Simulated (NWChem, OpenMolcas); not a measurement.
## How basis sets differ on BH2Br (SMILES [H]B([H])Br)

BH2Br has 4 atoms, charge 0, and is taken as a singlet. SMILES: `[H]B([H])Br`. The coordinates come from a GFN2-xTB relaxation.

Quantity: the HOMO–LUMO gap, in eV. The values are calculated.

```json
{"level": "HF/ANO-S-MB", "kind": "Hartree–Fock", "program": "OpenMolcas", "value (eV)": "12.18", "CPU time": "2 s"}
{"level": "HF/STO-3G", "kind": "Hartree–Fock", "program": "NWChem", "value (eV)": "14.80", "CPU time": "2.3 s"}
{"level": "HF/3-21G", "kind": "Hartree–Fock", "program": "NWChem", "value (eV)": "12.86", "CPU time": "2.7 s"}
{"level": "HF/6-31G", "kind": "Hartree–Fock", "program": "NWChem", "value (eV)": "13.09", "CPU time": "11 s"}
```

All-electron rows without a relativistic Hamiltonian named are non-relativistic. The values span 12.18 to 14.80 eV. All rows use very small basis sets, so none should be taken for the real molecule's value. A Hartree–Fock LUMO above zero doesn't converge with the basis: it sinks as sets grow more diffuse. Orbital gaps aren't excitation energies. Times are those of the runs behind each value, whatever else they computed, on shared processors of several kinds: orders of magnitude only.
